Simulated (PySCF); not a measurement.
FGeH5N2.
Bonds: N1–Ge2, Ge2–N3, Ge2–F4. Hydrogens: H5, H6 on N1; H7 on Ge2; H8, H9 on N3.

Computed with PBE0-D3(BJ)/def2-SVP geometry optimisation, gas phase in PySCF.

Task: What internal coordinates does the optimisation give?

Result: 
```json
{"bond": "N1–Ge2, Ge2–N3", "length (bohr)": "3.417", "order": "single"}
{"bond": "Ge2–F4", "length (bohr)": "3.307", "order": "single"}
{"bond": "N1–H5 and 3 like bonds", "length (bohr)": "1.919", "order": "single"}
{"bond": "Ge2–H7", "length (bohr)": "2.904", "order": "single"}
```

Bonds in one row agree within 0.02 bohr and their mean is given. Orders are formal, as drawn. A selection of angles:
```json
{"angle": "Ge2–N1–H5", "degrees": "114.9"}
{"angle": "Ge2–N1–H6", "degrees": "117.0"}
{"angle": "H5–N1–H6", "degrees": "110.1"}
{"angle": "N1–Ge2–N3", "degrees": "106.1"}
{"angle": "N1–Ge2–F4", "degrees": "113.7"}
{"angle": "N1–Ge2–H7", "degrees": "109.3"}
{"angle": "N3–Ge2–F4", "degrees": "102.9"}
{"angle": "N3–Ge2–H7", "degrees": "120.7"}
{"angle": "F4–Ge2–H7", "degrees": "104.2"}
```

Ge2 (germanium bonded to F, 2 N and H) is distorted tetrahedral (angles from 102.9° to 120.7°). N1 (nitrogen bonded to Ge and 2 H) is pyramidal (angles 117.0°, 114.9° and 110.1°, sum 342.1°, 0.30 Å off the plane of its three neighbours).

Point group: C1 (no symmetry element, even within 0.4 Å). No PBE0-D3(BJ)/def2-SVP frequencies stand behind this structure, so it isn't proved a minimum. The numbers are those of one conformer (H–N1–Ge2–N3 51° and -178°, N1–Ge2–N3–H 61° and -168°).
